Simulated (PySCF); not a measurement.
Isomers of C5H11Ga and their computed core-level spectra.

Method used: delta-SCF UKS SCAN, pcX-2 on the ionised atom, pcseg-1 elsewhere, spin-free X2C (PySCF). Geometries: PBE0-D3(BJ)/def2-SVP; isolated species, one conformer each.

Line lists (1s up to Mg, 2p3/2 beyond, nothing for Ga; areas count atoms within a level, one atom standing for each set equivalent by bonding):
1. C 1s: 289.40 (area 1), 289.46 (area 1), 290.15 (area 1), 290.25 (area 1), 290.34 (area 1) eV
2. C 1s: 289.68 (area 1), 290.28 (area 2), 290.38 (area 2) eV
3. C 1s: 289.55 (area 1), 289.70 (area 1), 290.22 (area 2), 290.33 (area 1) eV

Structures:
A. `[CH3][GaH][CH]1CCC1`
B. `C[C@H]1C[CH2][GaH][CH2]1`
C. `C1[CH]([GaH2])CCC1`

Q: Match each list to its structure.

A: 
- 1 = B: no other candidate has these counts of sites. C 1s: 289.40 ring CH2 carbon, 289.46 ring CH2 carbon, 290.15 ring CH2 carbon, 290.25 sp3 CH carbon, 290.34 methyl carbon.
- 2 = C: no other candidate has these counts of sites. C 1s: 289.68 sp3 CH carbon, 290.28 ring CH2 carbon (×2), 290.38 ring CH2 carbon (×2).
- 3 = A: no other candidate has these counts of sites. C 1s: 289.55 four-membered-ring carbon, 289.70 methyl carbon, 290.22 four-membered-ring carbon (×2), 290.33 four-membered-ring carbon.
